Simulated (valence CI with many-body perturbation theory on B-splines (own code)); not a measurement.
# Level structure of Hg39+

Computed by valence CI with perturbative core correlation (CI+MBPT): five valence electrons over a frozen Dirac-Fock core [Kr], a basis of 7 s, 7 p, 8 d, 6 f, 4 g, 1 h functions for each j, with the one-electron correlation potential Σ1 (screened to all orders), the two-electron term Σ2, the three-electron term Σ3, Breit, model QED; selected single and double excitations, second order for the rest, scaled by the run's own slope (own B-spline code, finite nucleus).

No measured spectrum was set against this ion. As an estimate, large intervals hold to a few tenths of a per cent, small ones and those within an open d or f shell to about a per cent. Among the levels kept, up to 400 cm⁻¹ of a level comes from second order outside the variational space, and about a tenth of that is noise between levels of different J, which matters for small intervals. Only levels of the ground parity were solved; by the run's estimate the other parity begins above the list, which can be wrong where configurations are misplaced.

Levels 1 to 32 of 32, with energies above the lowest level, (4d3/2^4 4d5/2) J=5/2. "Leading %" is the weight of the configuration and term that name the level; weights of strongly mixed levels are sums over their largest components and can fall short, so below about 35 % the name and the second component can differ from the true leading terms, or belong to a minority configuration. In the jj column 3d3/2^4 stands for four electrons in 3d with j = 3/2.

```tsv
No.	Configuration	Term	J	E (cm⁻¹)	Leading %	Leading jj	g
1	4d⁵	⁴P	5/2	0	26	4d3/2^4 4d5/2 (96 %)	1.303
2	4d⁵	⁶S	5/2	172370	36	4d3/2^3 4d5/2^2 (93 %)	1.342
3	4d⁵	⁴G	7/2	213750	33	4d3/2^3 4d5/2^2 (99 %)	1.167
4	4d⁵	⁴D	3/2	218750	40	4d3/2^3 4d5/2^2 (98 %)	1.165
5	4d⁵	²H	11/2	222520	43	4d3/2^3 4d5/2^2 (98 %)	1.107
6	4d⁵	²G	9/2	237570	31	4d3/2^3 4d5/2^2 (97 %)	1.138
7	4d⁵	²D	5/2	248450	32	4d3/2^3 4d5/2^2 (94 %)	1.133
8	4d⁵	⁴P	1/2	258590	42	4d3/2^3 4d5/2^2 (92 %)	1.787
9	4d⁵	²F	7/2	264000	40	4d3/2^3 4d5/2^2 (98 %)	1.075
10	4d⁵	²D	3/2	319480	60	4d3/2^3 4d5/2^2 (90 %)	0.794
11	4d⁵	⁶S	5/2	383570	33	4d3/2^2 4d5/2^3 (92 %)	1.306
12	4d⁵	⁴D	7/2	412770	52	4d3/2^2 4d5/2^3 (99 %)	1.215
13	4d⁵	²I	11/2	418410	50	4d3/2^2 4d5/2^3 (99 %)	1.092
14	4d⁵	⁴G	9/2	423580	61	4d3/2^2 4d5/2^3 (97 %)	1.146
15	4d⁵	⁴D	1/2	434800	77	4d3/2^2 4d5/2^3 (98 %)	0.476
16	4d⁵	²I	13/2	439150	100	4d3/2^2 4d5/2^3 (100 %)	1.072
17	4d⁵	⁴P	3/2	442550	53	4d3/2^2 4d5/2^3 (97 %)	1.174
18	4d⁵	²F	5/2	445890	42	4d3/2^2 4d5/2^3 (97 %)	1.020
19	4d⁵	²H	9/2	467350	52	4d3/2^2 4d5/2^3 (99 %)	1.107
20	4d⁵	²G	7/2	473860	61	4d3/2^2 4d5/2^3 (99 %)	0.987
21	4d⁵	⁴F	5/2	478510	64	4d3/2^2 4d5/2^3 (98 %)	1.052
22	4d⁵	²D	3/2	481110	85	4d3/2^2 4d5/2^3 (90 %)	0.857
23	4d⁵	⁴P	1/2	500370	44	4d3/2^2 4d5/2^3 (86 %)	1.770
24	4d⁵	²G	7/2	503290	47	4d3/2^2 4d5/2^3 (96 %)	1.037
25	4d⁵	²G	9/2	531600	78	4d3/2^2 4d5/2^3 (97 %)	1.105
26	4d⁵	²P	3/2	579020	74	4d3/2^2 4d5/2^3 (97 %)	1.187
27	4d⁵	²D	5/2	591490	76	4d3/2^2 4d5/2^3 (90 %)	1.197
28	4d⁵	⁴P	5/2	629300	33	4d3/2 4d5/2^4 (93 %)	1.222
29	4d⁵	²F	7/2	659690	29	4d3/2 4d5/2^4 (99 %)	1.188
30	4d⁵	²D	3/2	669140	30	4d3/2 4d5/2^4 (98 %)	0.989
31	4d⁵	²H	11/2	669270	55	4d3/2 4d5/2^4 (99 %)	1.073
32	4d⁵	²G	9/2	690460	54	4d3/2 4d5/2^4 (97 %)	1.117
```

The ionisation energy to 4d⁴ ³P0 of the next ion comes out as 1840.2 eV (NIST: 1839 ± 4 eV (theoretical)). All 32 levels together are meant to be complete up to 696070 cm⁻¹.
